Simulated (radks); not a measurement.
Values are calculated unless marked as measured or tabulated.
Question: These are the eigenvalues of the occupied orbitals of an atom or ion with whole-number occupations (hartree). Level of theory: scalar-relativistic Kohn-Sham, r2SCAN, spin-polarised, spherical densities, finite nucleus; meta-GGA in the generalised Kohn-Sham scheme; Fermi nuclear charge, rms radius of each element as measured or else 0.836 A^(1/3) + 0.57 fm (a radial shooting solver on a logarithmic mesh with Libxc functionals).

| orbital | eigenvalue |
|---|---|
| 1s down | -162.2993 |
| 1s up | -162.2989 |
| 2s up | -17.69732 |
| 2s down | -17.68748 |
| 2p up | -14.44422 |
| 2p down | -14.43661 |
| 3s up | -2.11533 |
| 3s down | -2.07811 |
| 3p up | -1.29274 |
| 3p down | -1.25470 |
| 4s up | -0.16384 |
| 4s down | -0.15029 |
| 3d up | -0.12562 |

Which element is it, and in what charge state? The configuration may be excited. Open shells, if any, are filled with parallel spins first.

Answer: Z = 21, scandium, charge 0: Sc in [Ar] 3d1 4s2. The list shows which subshells hold electrons but not how many an open one holds; the 1s level, -162.3 hartree, gives Z - s = 18.0 by -(Z - s)^2/2, which with screening and relativity narrows Z to a few neighbours, and the depths of the outer levels then fix element, charge and occupations together.
